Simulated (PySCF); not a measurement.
Al(H) cation (AlH), SMILES [AlH] (connectivity only; charge and spin as stated), charge +1, multiplicity 2. Atoms are numbered in the order given.

```xyz
2

Al     0.0000     0.0000    -0.1160
H      0.0000     0.0000     1.5074
```
Charge +1, spin multiplicity 2.

Geometry optimised at B3LYP-D3(BJ)/def2-TZVPD. The spin state was assumed, not searched.

The numbers are results of PBE/pcH-1 (PySCF), not measurements.

Unrestricted Kohn–Sham, ⟨S²⟩ = 0.755. Hyperfine tensors hold the contact and dipolar terms, without spin-orbit corrections.

Computed hyperfine couplings:
```
nucleus     A(iso) (MHz)  A(iso) (G)  dipolar principal values (MHz)
----------  ------------  ----------  ------------------------------
27Al no. 1        1182.6       422.0             -52.1, -52.1, 104.2
1H no. 2           608.9       217.3                 -2.4, -2.4, 4.8
```
